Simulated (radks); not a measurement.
Results of a calculation; reference values are marked as such.
Initial-state core-level shifts of neutral cerium when its valence configuration changes from [Xe] 4f1 5d1 6s2. Level of theory: Dirac Kohn-Sham, BLYP, spin-unpolarised, spherical densities, point nucleus; open shells fill j = l - 1/2 first (a radial shooting solver on a logarithmic mesh with Libxc functionals). Shifts are changes of the shell-averaged eigenvalues in eV (positive: less bound).

[
 {"valence": "5d2 6s2", "3p": "-9.292", "3d": "-9.171", "4p": "-8.113", "5s": "-3.291"},
 {"valence": "4f2 6s2", "3p": "+7.319", "3d": "+7.228", "4p": "+6.633", "5s": "+3.034"},
 {"valence": "4f3 5d1", "3p": "+8.171", "3d": "+8.071", "4p": "+7.406", "5s": "+3.202"},
 {"valence": "4f0.5 5d1.5 6s2", "3p": "-4.470", "3d": "-4.412", "4p": "-3.941", "5s": "-1.645"},
 {"valence": "4f1 6s2 6p1", "3p": "-3.077", "3d": "-3.089", "4p": "-3.053", "5s": "-2.929"},
 {"valence": "4f1 5d2 6s1", "3p": "+1.625", "3d": "+1.633", "4p": "+1.620", "5s": "+1.583"},
 {"valence": "4f1 5d3", "3p": "+2.772", "3d": "+2.785", "4p": "+2.772", "5s": "+2.738"},
 {"valence": "4f1 5d1 6s1.5 6p0.5", "3p": "-0.528", "3d": "-0.528", "4p": "-0.528", "5s": "-0.523"}
]
